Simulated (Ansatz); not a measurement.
Species: sum formula BNHCl2, net charge -1, singlet state. It need not be the lowest isomer of its formula. Whether it binds its extra electron was not tested at this geometry. 
Coordinates optimised at B3LYP-D3(BJ)/def2-TZVP (Ansatz, a program for electronic structure):
```
B
N 1 1.3306
H 2 1.0152 1 113.23
Cl 1 1.8535 2 123.44 3 -180.00
Cl 1 1.8880 2 127.02 3 0.00
```
Charge -1, spin multiplicity 1.

Basis-set convergence of Hartree-Fock and MP2 correlation energies (hartree) with Ansatz. Cores are frozen in the correlated levels unless marked. No spin-orbit coupling. No relativistic terms. This anion needs diffuse functions, which these sets lack.

```json
[
 {"basis": "cc-pV(D+d)Z", "functions": "79", "E(HF)": "-998.85992", "E(corr, MP2)": "-0.53314"},
 {"basis": "cc-pV(T+d)Z", "functions": "152", "E(HF)": "-998.91477", "E(corr, MP2)": "-0.69889"},
 {"basis": "cc-pV(Q+d)Z", "functions": "268", "E(HF)": "-998.93007", "E(corr, MP2)": "-0.76157"},
 {"basis": "cc-pV(5+d)Z", "functions": "437", "E(HF)": "[?]", "E(corr, MP2)": "[?]"}
]
```

**Question.** Some entries are withheld; supply them.

**Answer.** 
- cc-pV(5+d)Z, E(HF): -998.93340
- cc-pV(5+d)Z, E(corr, MP2): -0.78749
